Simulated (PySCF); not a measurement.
BeClHO. Atoms are numbered in the order given.

```xyz
4

Be     0.0111     0.5853     0.0000
Cl    -0.0083    -1.2321     0.0000
O      0.0859     1.9927     0.0000
H     -0.5895     2.6624     0.0000
```
Charge 0, spin multiplicity 1.

The structure is a stationary point at PBE0-D3(BJ)/def2-TZVP. Other conformers were not sampled.

Level of theory: HF/def2-TZVPD in PySCF.

Mulliken values depend strongly on the basis, most of all with diffuse functions as here. ESP charges are fitted to the potential on shells at 1.4 to 2.0 van der Waals radii. Atomic charges (e):

```json
[
 {"atom": "Be1", "IAO": "1.60", "Mulliken": "0.24", "ESP fit": "…"},
 {"atom": "Cl2", "IAO": "-0.76", "Mulliken": "-0.28", "ESP fit": "…"},
 {"atom": "O3", "IAO": "-1.23", "Mulliken": "-0.31", "ESP fit": "…"},
 {"atom": "H4", "IAO": "0.39", "Mulliken": "0.35", "ESP fit": "…"}
]
```

**Question.** What belongs in the gaps? (An estimate is asked for; the answer gives what the named calculation found.)

**Answer.** 
- Be1, ESP fit: 0.72
- Cl2, ESP fit: -0.34
- O3, ESP fit: -0.77
- H4, ESP fit: 0.39
